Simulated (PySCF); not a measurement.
# Two-component Hartree-Fock for Cd³⁺ (cadmium, charge +3)

Start: [Kr] 4d9; 4d3/2 filled at m_j = -3/2, -1/2, +1/2, +3/2; 4d5/2 filled at m_j = -3/2, -1/2, +1/2, +3/2, +5/2. Calculated with PySCF 2.14 in x2c-SVPall-2c: generalised Hartree-Fock with the X2C-1e Hamiltonian and a Gaussian nucleus; one run each with spin-orbit coupling (SO) switched off, then screened by Boettger's factors.

```csv
spinor shell,electrons,"ε, spin-free (eV)","ε, screened SO (eV)",weight of nominal j (screened SO),"rms radius, screened SO (bohr)"
1s1/2,2,-26877.1,-26875.0,1.000,0.0349
2s1/2,2,-4107.8,-4107.2,1.000,0.142
2p1/2,2,-3683.4,-3817.0,1.000,0.124
2p3/2,4,-3683.4,-3621.9,1.000,0.128
3s1/2,2,-832.73,-832.54,1.000,0.381
3p1/2,2,-689.85,-714.47,1.000,0.375
3p3/2,4,-689.85,-678.39,1.000,0.387
3d3/2,4,-466.63,-470.99,0.999,0.362
3d5/2,6,-466.63,-463.53,0.999,0.365
4s1/2,2,-164.11,-164.05,1.000,0.938
4p1/2,2,-119.54,-124.59,0.987,1.00
4p3/2,4,-119.54,-117.14,0.994,1.03
4d3/2,4,-54.108,-54.854,0.916,1.28
4d5/2,5,-54.108,-53.530,0.933,1.30
```

```
   quantity    spin-free  screened SO
E (hartree)  -5588.09565  -5589.19925
        M_J          5/2          5/2
       ⟨J²⟩        8.753        8.753
       ⟨L²⟩        6.003        6.018
       ⟨S²⟩        0.751        0.765
```

Each row is a mean over spinors that exchange with the open shell spreads, by up to 5.949 eV (4p3/2).

Breit and QED terms are absent; they matter most for the inner s and p1/2 levels.

Densities and radii are taken from the X2C orbitals without a picture-change correction, which distorts them close to the nucleus.

Without spin-orbit coupling the j labels of p, d and f shells carry no meaning; the spin-free column gives the mean over the occupied spinors of each nl shell.
